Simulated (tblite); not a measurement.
Species: C4H7FO2Si.
Geometry (GFN2-xTB, Å), atoms numbered from 1 in this order:
```
atom  x, y, z in Å
C1     2.5766    0.4958   -0.3931
O2     1.6335   -0.4691   -0.8238
C3     0.3851   -0.3620   -0.3598
C4    -0.6103   -1.1979   -0.7303
Si5   -2.1491   -0.7207    0.1592
F6    -3.3542   -0.1080   -0.7336
C7    -1.1826    0.7248    0.9671
O8     0.1712    0.6401    0.5123
H9     3.5090    0.2360   -0.8893
H10    2.7060    0.4608    0.6910
H11    2.2664    1.5024   -0.6822
H12   -0.4063   -1.9959   -1.4156
H13   -2.8402   -1.5944    1.0914
H14   -1.5585    1.7086    0.6796
H15   -1.1511    0.6876    2.0563
```

Computed with GFN2-xTB (tblite): harmonic, unscaled wavenumbers at the GFN2-xTB geometry, gas phase. Errors from tens to a few hundred cm⁻¹ against measured bands are possible. Modes of hydrogen on silicon can be 10 to 20 % off. One conformer, not necessarily the lowest.

Harmonic wavenumbers (cm⁻¹): 71.1, 123.8, 141.9, 158.3, 192.3, 226.6, 249.4, 407.7, 473.4, 551.3, 605.6, 613.4, 671.9, 717.9, 723.8, 734.7, 792.9, 895.8, 925.1, 1017.2, 1059.7, 1121.7, 1148.3, 1171.3, 1176.3, 1241.8, 1308.6, 1397.9, 1453.1, 1466.7, 1469.7, 1592.7, 2349.4, 2956.3, 2966.2, 2979.0, 2980.3, 3036.9, 3165.7.

A = 4617, B = 989.3, C = 885.3 MHz; mass 134.020 u (most abundant isotopes); point group C1, symmetry number 1.

What is the zero-point energy?

Half the sum of the wavenumbers: 23168 cm⁻¹ = 66.24 kcal/mol.

Entropy at 200 K, 1 bar (ideal gas, RRHO, classical rotation)?

Translation 38.63, rotation 27.58, vibration 14.90: S = 81.1 cal/(mol K).

And Cp and H(200 K) − H(0)?

Cp = 25.67 cal/(mol K), of which vibrations give 17.72 (their classical limit is 39 R = 77.5); H(200 K) − H(0) = 3.33 kcal/mol without the zero-point energy, 1.74 from vibrations.

How do the functions run with temperature in this model?

| T (K) | S (cal/(mol K)) | Cp (cal/(mol K)) | H − H(0) (kcal/mol) | G − H(0) (kcal/mol) | ln q(vib) |
| --- | --- | --- | --- | --- | --- |
| 150 | 74.4 | 21.4 | 2.15 | -9.01 | 2.05 |
| 250 | 87.3 | 30.0 | 4.72 | -17.11 | 4.23 |
| 298.15 | 93.0 | 34.2 | 6.27 | -21.45 | 5.29 |
| 400 | 104.2 | 42.3 | 10.17 | -31.50 | 7.53 |
| 600 | 123.7 | 54.0 | 19.89 | -54.33 | 11.86 |
| 900 | 147.8 | 64.7 | 37.85 | -95.20 | 17.90 |

q(vib) and H(0) count from the zero-point level.

What must be added to the electronic energy to get the Gibbs energy at 200 K and 1 bar?

ZPE + [H(200 K) − H(0)] − T·S = 66.24 + 3.33 − 16.22 = 53.35 kcal/mol.

Hindered rotation and anharmonicity are outside this model. Other conformers, if any are populated, would add a mixing term that is left out. The structure is chiral; the term R ln 2 for an equal mix with its mirror image is left out.
